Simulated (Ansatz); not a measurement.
`FB(F)N[SiH3]` + `CN(C)N` → `CN(C)N[SiH3]` + `NB(F)F`  (ligand exchange at the Si–N bond)

Gas-phase electronic energies from Ansatz, PBE0-D4/def2-TZVP geometries. CCSD(T)/CBS is the MP2 limit (def2-TZVPP, def2-QZVPP) plus CCSD(T) − MP2 in def2-TZVPP, frozen cores. This one scheme is used for every species. DFT in def2-TZVPP. B3LYP here is the variant with VWN-RPA as its local correlation; programs differ in this. One conformer a species, not always the lowest.

Question: Is it downhill or uphill in electronic energy at CCSD(T)/CBS, and by how much? (Estimate.)

Answer: The calculation gave: Uphill: ΔE = +13.0 kJ/mol.

Question: What do these levels give: ωB97X-V, PBE0, B3LYP, CCSD/def2-TZVPP, HF/def2-QZVPP, HF/CBS(def2)? (Best estimate.)

Answer: Ansatz gave: ωB97X-V 11.3, PBE0 12.4, B3LYP 13.7, CCSD/def2-TZVPP 15.1, HF/def2-QZVPP 19.2, HF/CBS(def2) 19.2 kJ/mol.

Largest T1 diagnostic among the species: 0.012.

In def2-TZVPP, CCSD(T) changes the Hartree–Fock value by −4.7 kJ/mol (the triples alone add −0.6 kJ/mol) and MP2 by −6.1 kJ/mol. The D4 term adds −5.8 kJ/mol with B3LYP and −3.4 kJ/mol with PBE0; it sums over pairs of atoms, weighted by their polarisabilities, and B3LYP, whose exchange is more repulsive, gets the larger term.
